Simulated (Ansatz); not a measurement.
Consider the ligand exchange at the Si–C bond: `C[SiH](N)[GeH3]` + HCl → `N[SiH](Cl)[GeH3]` + CH₄.

Gas-phase electronic energies from Ansatz, PBE0-D4/def2-TZVP geometries. CCSD(T)/CBS is the MP2 limit (def2-TZVPP, def2-QZVPP) plus CCSD(T) − MP2 in def2-TZVPP, frozen cores. This one scheme is used for every species. Functionals use def2-TZVPP. For Ge outer-core shells are correlated without core-valence functions, which leaves a few kJ/mol of doubt a bond. Scalar relativity is left out up to krypton. One conformer a species, not always the lowest.

```tsv
level	ΔE (kJ/mol)	difference from CCSD(T)/CBS
PBE-D4	-114.5	1.6
B2PLYP	-119.8	-3.7
PBE	-115.1	1.0
HF/def2-TZVPP	-126.6	-10.5
MP2/def2-TZVPP	-118.0	-1.9
SCS-MP2/def2-TZVPP	-117.8	-1.7
CCSD(T)/def2-TZVPP	-112.6	3.5
SCS-MP2/def2-QZVPP	-119.8	-3.7
HF/CBS(def2)	-126.6	-10.5
CCSD/CBS(def2)	-116.5	-0.4
CCSD(T)/CBS	-116.1	0
```

Largest T1 diagnostic among the species: 0.011.

In def2-TZVPP, CCSD(T) changes the Hartree–Fock value by +14.0 kJ/mol (the triples alone add +0.5 kJ/mol) and MP2 by +8.6 kJ/mol.

CCSD(T)/CBS has its own doubt, a few kJ/mol and more with outer-core shells, so smaller differences from it don't rank the levels.
